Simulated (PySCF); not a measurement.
# Spin-rotation constants: `C(C)O/C=C(/C)CC`, C₇H₁₄O

Cartesian coordinates in Å; atom numbers follow the order of the lines, from 1:
```xyz
22

C     3.381   -0.578   -0.732
C     2.456    0.443   -0.088
O     1.125    0.006   -0.257
C     0.157    0.890    0.135
C    -1.140    0.610    0.064
C    -2.176    1.606    0.488
C    -1.631   -0.727   -0.422
C    -1.957   -1.664    0.742
H     3.246   -1.548   -0.262
H     4.415   -0.265   -0.618
H     3.150   -0.671   -1.789
H     2.685    0.540    0.985
H     2.594    1.428   -0.557
H     0.512    1.849    0.498
H    -2.779    1.205    1.302
H    -1.716    2.532    0.822
H    -2.846    1.828   -0.342
H    -0.854   -1.183   -1.038
H    -2.525   -0.588   -1.034
H    -2.754   -1.254    1.358
H    -2.277   -2.635    0.369
H    -1.076   -1.804    1.364
```

Computed with GIAO HF/pcSseg-1 magnetisability, rotational g tensor and spin-rotation constants, non-relativistic, gas phase in PySCF. Geometry: GFN2-xTB.

Task: Give the nuclear spin-rotation constants along the inertial axes (H = +C I·J) beside the isotropic shieldings.

Result: Rotational constants 3.4832, 0.9955, 0.8271 GHz. A star marks the isotopologue with that one atom substituted, in its own axes.
```tsv
atom	isotope	Caa (kHz)	Cbb (kHz)	Ccc (kHz)	mean (kHz)	σ (ppm)
H9	1H	-0.373	0.000	-0.072	-0.148	30.5
H10	1H	0.004	-0.100	-0.091	-0.062	31.2
H11	1H	-0.383	-0.107	0.019	-0.157	30.6
H12	1H	-0.362	-0.103	0.039	-0.142	28.6
H13	1H	-0.341	0.011	-0.064	-0.131	28.8
H14	1H	-0.306	0.060	-0.079	-0.108	26.2
H15	1H	-0.154	-0.093	-0.042	-0.096	30.2
H16	1H	-0.321	0.000	-0.086	-0.136	30.6
H17	1H	-0.260	-0.104	-0.013	-0.125	30.6
H18	1H	-0.074	-0.066	-0.064	-0.068	29.3
H19	1H	-0.137	-0.107	-0.041	-0.095	30.9
H20	1H	-0.065	-0.091	-0.073	-0.076	31.0
H21	1H	-0.372	0.004	-0.080	-0.149	31.1
H22	1H	-0.172	-0.106	-0.038	-0.105	31.2
C1	13C*	0.425	0.129	0.116	0.223	175.0
C2	13C*	0.552	0.205	0.187	0.315	130.7
O3	17O*	-0.441	-0.101	-0.069	-0.204	270.3
C4	13C*	0.959	0.448	0.206	0.538	48.2
C5	13C*	1.168	0.399	0.120	0.563	69.3
C6	13C*	0.460	0.126	0.112	0.232	174.8
C7	13C*	0.529	0.137	0.106	0.258	170.1
C8	13C*	0.477	0.127	0.097	0.234	177.3
```
For the geometry as given, no vibrational averaging.

Task: How do the rotational constants and the g tensor change when H9, H10, H11, H12, H13, H14, H15, H16, H17, H18, H19, H20, H21, H22 are replaced by deuterium?

Result: Constants 2.6603, 0.8205, 0.6811 GHz; g -0.0065, -0.0019, 0.0010, against -0.0085, -0.0023, 0.0012 before.
